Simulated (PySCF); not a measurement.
**Palladium: a sound run and one with changed settings**

Sound run: Pd⁺ [Kr] 4d9, Pd²⁺ [Kr] 4d8. All numbers are calculated (PySCF 2.14, scalar relativity through the core potential, in def2-TZVP with the def2 core potential (28 electrons)). The sound run starts from symmetry-adapted Hartree-Fock orbitals and uses a fine grid where one is needed.

A second run was set up differently.

| species | method | sound run (hartree) | changed run (hartree) | converged |
| --- | --- | --- | --- | --- |
| Pd⁺ | UHF | -126.79939 | -126.79939 | yes |
| Pd⁺ | r2SCAN | -127.58693 | -127.60534 | yes |
| Pd⁺ | M06-L | -127.64197 | -127.66179 | yes |
| Pd²⁺ | UHF | -126.15866 | -126.15866 | yes |
| Pd²⁺ | r2SCAN | -126.87971 | -126.94066 | yes |
| Pd²⁺ | M06-L | -126.93838 | -127.01141 | yes |

Ionisation energy of Pd⁺:

```tsv
method	sound run (eV)	changed run (eV)
UHF	17.435	17.435
r2SCAN	19.244	18.087
M06-L	19.146	17.698
```

Question: What was changed?
A. basis contracted for another Hamiltonian
B. level shift left on
C. angular grid far too coarse
D. all electrons correlated in a valence basis

Answer: C. It used 26 angular points. A coarse angular grid integrates products of high-l functions wrongly, so density functionals can shift, and the SCF can exploit the error; Hartree-Fock and MP2 need no grid.
